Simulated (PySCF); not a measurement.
# EPR parameters of CaF

CaF (doublet state).
SMILES with atom numbers: `[F:1][Ca:2]`

Level of theory: UKS B3LYP, IGLO-III on F, def2-TZVP with uncontracted s and p shells and three added tight s functions on Ca, non-relativistic, mean-field spin-orbit, GIAO (PySCF). Geometry: PBE0-D3(BJ)/def2-SVP; no solvent, vibrations or thermal averaging.

```
g1, g2, g3        : 2.00066, 2.00066, 2.00227
g_iso             : 2.00120
Form of g         : axial
⟨S²⟩              : 0.7501 (exact 0.7500)
α and β electrons : 15, 14
Total energy      : -777.56486 Eh
```

Isotropic coupling and dipolar principal values T1 to T3, in MHz; ρ(0) is the spin density at the nucleus:

| atom | isotope | a_iso | of which spin–orbit | T1 | T2 | T3 | Mulliken spin population | ρ(0) (bohr⁻³) |
| --- | --- | --- | --- | --- | --- | --- | --- | --- |
| F1 | 19F | 130.2 | -0.2 | -7.9 | -7.9 | 15.7 | -0.01 | 0.0310 |
| Ca2 | 43Ca | -437.3 | 0.2 | -9.1 | 4.6 | 4.6 | 1.01 | 1.4527 |

The largest Mulliken spin population is on Ca2 (+1.01).

Axes: g3 lies along the molecular axis.

Under fast tumbling the dipolar parts average out, and these isotropic splittings remain: 1 × 19F (F1, I = 1/2, 2 lines) with 4.65 mT.

The 43Ca coupling of Ca2 (-437.3 MHz) shows only in satellite lines or after enrichment, since that isotope makes up about 0.135 % of natural calcium.

Time: 13 s of wall time. Hardware: one thread of an x86-64 server, on a shared host.
